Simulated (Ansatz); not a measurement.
`Cl[SiH2][ZnH]` + `C[SiH2]O` → `C[SiH2][O][ZnH]` + `[SiH3]Cl` at 700 K and 1 bar (cleavage of the Zn–Si bond).

Calculated with Ansatz (gas phase, PBE0-D4/def2-TZVP geometries, no zero-point term in ΔE). CCSD(T)/CBS adds triple-zeta CCSD(T) − MP2 to the extrapolated MP2 energy (def2 sets, frozen cores). This one scheme is used for every species. For Zn outer-core shells are correlated without core-valence functions, which leaves a few kJ/mol of doubt a bond. Scalar relativity is left out up to krypton. Each species was taken in one conformer, which may not be the lowest.

| species | CCSD(T)/CBS energy (Eh) | H − E (kJ/mol) | S (J/(mol·K)) |
| --- | --- | --- | --- |
| `Cl[SiH2][ZnH]` | -2529.06736 | 120.0 | 400.6 |
| `C[SiH2]O` | -405.96945 | 239.4 | 390.4 |
| `C[SiH2][O][ZnH]` | -2184.36423 | 245.8 | 476.1 |
| `[SiH3]Cl` | -750.69636 | 107.0 | 306.3 |

H − E and S are ideal-gas, rigid-rotor, harmonic terms from PBE0-D4/def2-TZVP, for one conformer and one mirror image of each species. 1 Eh = 2625.50 kJ/mol, R = 8.31446 J/(mol·K).

By hand: ΔE, ΔH, ΔS and ΔG.

ΔE = (-2184.36423) + (-750.69636) − (-2529.06736) − (-405.96945) = -0.02378 Eh = -62.4 kJ/mol. Δ(H − E) = 245.8 + 107.0 − 120.0 − 239.4 = -6.6, so ΔH = -69.0 kJ/mol. ΔS = 476.1 + 306.3 − 400.6 − 390.4 = -8.6 J/(mol·K). ΔG = -69.0 − 700 × (-8.6)/1000 = -63.0 kJ/mol.

By hand: the equilibrium constant, and the temperature at which ΔG would vanish if ΔH and ΔS stayed fixed.

log₁₀ K = −ΔG/(RT ln 10) = 4.7. ΔG = 0 at ΔH/ΔS = 8023 K, far beyond where these terms or the molecules hold.

The number of gas molecules stays the same, so ΔS is small and ΔH decides. A doubt of 5 kJ/mol in ΔE shifts log₁₀ K by 0.4 here. Other conformers and mirror images would add mixing entropy, several J/(mol·K) or more a flexible species. Modes under 60 cm⁻¹, often nearly free rotors, make the harmonic entropy too high. These are equilibria of isolated gas molecules and say nothing of rates. Largest T1 diagnostic: 0.015 (customary marks: 0.02 for closed shells, 0.045 for open ones).
